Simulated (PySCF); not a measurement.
## Nuclear quadrupole coupling in `C=C[P@@](C)(=O)C(C)=O`

Compound: C₅H₉O₂P.
Z-matrix (Å and degrees, GFN2-xTB geometry), rows numbered from 1:
```
C 
C   1  1.3219
P   2  1.8145  1  118.66
C   3  1.8321  2  105.16  1  -128.79
O   3  1.4689  2  115.04  1    -0.84
C   3  1.8822  2  102.33  1   123.52
C   6  1.4884  3  112.04  2  -105.43
O   6  1.2004  3  121.34  2    73.75
H   1  1.0783  2  123.16  3  -179.66
H   1  1.0792  2  119.53  3     0.83
H   2  1.0796  1  123.54  3   178.83
H   4  1.0892  3  108.46  2    58.94
H   4  1.0860  3  110.90  2   -62.52
H   4  1.0891  3  107.75  2   176.86
H   7  1.0907  6  108.27  3    54.75
H   7  1.0872  6  112.19  3   177.46
H   7  1.0903  6  107.96  3   -60.34
```

Field gradients from the PBE0/pcSseg-1 density (PySCF, non-relativistic), principal values in atomic units, ordered |Vxx| ≤ |Vyy| ≤ |Vzz|:

| atom | Vxx | Vyy | Vzz |
| --- | --- | --- | --- |
| O5 | -0.3789 | -0.4652 | 0.8441 |
| O8 | 0.4289 | 1.5309 | -1.9598 |

Task: Find the asymmetry η = (Vxx − Vyy)/Vzz and the couplings χ = eQV/h (234.96 MHz × Q in barn × V in au), with Q(17O) = −0.0256 b.

Result: 
```
atom        environment  nucleus     η  χzz (MHz)  χxx (MHz)  χyy (MHz)
  O5  phosphoryl oxygen      17O  0.10      -5.08       2.28       2.80
  O8    carbonyl oxygen      17O  0.56      11.79      -2.58      -9.21
```

Task: What is Vzz at O8 in SI units (1 au = 9.71736 × 10²¹ V/m²)?

Result: -1.9598 au = -19.044 × 10²¹ V/m².

Were the hydrogens deuterons (Q(2H) = 0.00286 b), χzz would run from 205 kHz (H17 and H15) to 223 kHz (H9).

One conformer (not necessarily the lowest) at the GFN2-xTB geometry, without solvent, vibrations or thermal averaging. GFN2-xTB bond lengths can be off by several hundredths of an ångström, more for odd bonds, and the gradients follow them. These gradients aren't converged with respect to the basis.
